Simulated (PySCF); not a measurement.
C2H7Ga.
Structure used (PBE0-D3(BJ)/def2-SVP), in Å, numbered top down from 1:
```
atom  x, y, z in Å
C1     1.647    0.284   -0.174
Ga2    0.038   -0.740    0.326
C3    -1.672    0.182    0.656
H4     2.574   -0.200    0.168
H5     1.617    1.317    0.207
H6     1.700    0.345   -1.275
H7     0.125   -2.312    0.460
H8    -2.542   -0.477    0.519
H9    -1.788    1.071    0.017
H10   -1.689    0.535    1.703
```

Computed, not measured: MP2 and CCSD/aug-cc-pVDZ in PySCF, restricted Hartree–Fock reference, 11 core orbitals frozen, non-relativistic, gas phase, PBE0-D3(BJ)/def2-SVP geometry.

E(HF) = -2003.02230 Eh.

Task: How large is the problem?

Result: 145 basis functions and 50 electrons; 11 orbitals frozen, which leaves o = 14 correlated occupied and v = 120 virtual orbitals. That is o·v = 1680 singles and o·v(o·v + 1)/2 = 1412040 distinct closed-shell doubles amplitudes before symmetry; the costliest CCSD step grows as o²v⁴ = 4.1 × 10^10.

Task: What are the MP2 and CCSD correlation energies?

Result: MP2 -0.4109 Eh and CCSD -0.4580 Eh, which gives totals of -2003.43319 and -2003.48033 Eh. That is 0.445 eV for each correlated electron at CCSD (1203 kJ/mol in all, 0.023 % of the total energy); MP2 gives 89.7 % of the CCSD value.

Task: What is the T1 diagnostic?

Result: 0.0087, below the customary warning level of 0.02. It is the norm of the spatial-orbital singles amplitudes over the root of the number of correlated electrons, so the norm is 0.046.

Task: How does correlation change the dipole moment?

Result: HF gives 0.54 D and CCSD (unrelaxed density) 0.54 D, a change of 0.00 D.

No triples correction and no basis-set extrapolation were made.
